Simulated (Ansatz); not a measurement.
This geometry of CH₁₀AsNSi₂ (15 atoms, charge 0, multiplicity 1) is a first-order saddle point.

Theory: RKS PBE/def2-SVP (Ansatz 0.2.0).

```xyz
15
Properties=species:S:1:pos:R:3
N -1.418 0.809 1.797
Si -0.696 0.519 0.243
As 0.842 2.242 -0.432
C 0.240 -1.132 0.105
Si 0.830 -1.639 -1.624
H -2.418 0.703 1.964
H -0.887 0.997 2.647
H -1.849 0.503 -0.727
H -0.009 3.320 0.265
H 1.674 2.017 0.849
H -0.436 -1.928 0.491
H 1.121 -1.110 0.783
H 1.826 -0.648 -2.164
H -0.332 -1.708 -2.579
H 1.489 -2.994 -1.589
```

Task: Which two structures does it join? (They come from a converged band through this point; their orientation in space is the band's.)

Result: No bond is made or broken. The height of N1 over the plane of its neighbours goes from -0.30 to 0.25 Å.

Image 0:

```xyz
15
Properties=species:S:1:pos:R:3
N -1.485 0.510 1.813
Si -0.706 0.483 0.241
As 0.774 2.292 -0.378
C 0.278 -1.129 0.097
Si 0.847 -1.624 -1.641
H -2.205 1.226 1.952
H -0.873 0.495 2.636
H -1.828 0.522 -0.765
H -0.191 3.322 0.243
H 1.541 2.159 0.955
H -0.366 -1.941 0.502
H 1.174 -1.072 0.754
H 1.788 -0.596 -2.211
H -0.334 -1.752 -2.566
H 1.565 -2.948 -1.603
```

Image 6:

```xyz
15
Properties=species:S:1:pos:R:3
N -1.464 0.962 1.727
Si -0.711 0.549 0.202
As 0.841 2.259 -0.447
C 0.207 -1.120 0.126
Si 0.830 -1.665 -1.579
H -2.304 0.448 2.010
H -0.870 1.145 2.540
H -1.833 0.502 -0.803
H 0.009 3.331 0.280
H 1.682 1.994 0.822
H -0.487 -1.905 0.503
H 1.070 -1.096 0.828
H 1.845 -0.690 -2.115
H -0.313 -1.742 -2.557
H 1.477 -3.024 -1.507
```

Task: How far does it lie above each of them?

Result: 0.050 eV above the first and 0.009 eV above the second. This is the barrier of this one path; another mechanism may lie lower.

The run took 81 s on 2 threads of Intel(R) Xeon(R) 6975P-C (Granite Rapids), on a shared host, peak memory 0.23 GiB.
